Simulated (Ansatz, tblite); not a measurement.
Forces on Ge(CCH)H3 (C2H4Ge) at its r2SCAN-D4/def2-TZVP geometry. Total charge 0; singlet.

The xTB rows come from tblite.

GFN1-xTB (tblite), largest force 0.70 eV/Å:

```xyz
7
positions Å, forces eV/Å
Ge    0.007    0.510   -0.973    0.003    0.271   -0.516
C     0.000   -0.366    0.707   -0.004    0.220   -0.426
C    -0.013   -0.930    1.776    0.008   -0.249    0.472
H    -0.018   -1.427    2.718   -0.005    0.041   -0.074
H     0.836   -0.318   -1.956   -0.386    0.396    0.436
H     0.624    1.899   -0.802   -0.287   -0.635   -0.100
H    -1.435    0.632   -1.470    0.671   -0.045    0.209
```

GFN2-xTB (tblite), largest force 0.51 eV/Å:

```
Ge 0.002 0.160 -0.304
C -0.014 -0.220 0.406
C 0.016 0.060 -0.114
H -0.003 0.204 -0.381
H -0.276 0.284 0.313
H -0.206 -0.456 -0.071
H 0.481 -0.033 0.150
```

PBE-D4/def2-TZVP (Ansatz), largest force 0.59 eV/Å:

```
Ge 0.003 -0.001 0.007
C -0.006 0.269 -0.521
C 0.010 -0.242 0.465
H -0.008 -0.129 0.246
H 0.123 -0.123 -0.147
H 0.092 0.207 0.025
H -0.215 0.019 -0.075
```
